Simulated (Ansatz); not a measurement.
AuCl, charge -1, doublet, at the geometry of the source list (the multiplicity is a formal guess) (core potentials on Au) (a gas-phase anion, which may not be bound at this level); CAM-B3LYP/def2-TZVP (Ansatz, an electronic-structure program).

Here is a job for Ansatz.
Ansatz 0.2 input:
```yaml
crystal:
  periodic: [false, false, false]
  atoms:
    - {symbol: Au, position_ang: [-0.68490000, -0.60480000, -0.64320000]}
    - {symbol: Cl, position_ang: [0.68490000, 0.60480000, 0.64320000]}
basis:
  gaussian:
    orbitals: def2-TZVP
    point_charges:
      - {charge: 0.5, position_ang: [2.2460, 2.4626, -2.4174]}
hamiltonian:
  xc: cam_b3lyp
total_charge: -1
magnetization: {spin_polarized: true, initial_magnetization: 1}
```

It wrote (shortened):

```
Functional definition: CAM-B3LYP
642 factors; their error is unknown
128 factors; integrals over basis functions are off by at most 2.8e-5 eV
mean field evaluation 1: about -16217.9205 eV, gradient 2.0e1 eV
mean field evaluation 2: about -16217.5607 eV, gradient 2.4e1 eV
mean field evaluation 4: about -16219.4944 eV, gradient 8.5e-1 eV
mean field evaluation 8: about -16219.5663 eV, gradient 9.6e-2 eV
mean field evaluation 16: about -16219.5665 eV, gradient 1.4e-4 eV
mean field -16219.56652083 eV, -596.0580756234 hartree, gradient 1.0e-5 eV, S^2 0.753411; 0 other end points of the search recorded, 0 dependent functions left out
reference -16219.56660703 eV, -596.0580787911 hartree; 19, 18 occupied and 58, 59 virtual orbitals, 642 factors
Total energy: -16219.56660703 eV, -596.0580787911 hartree
```
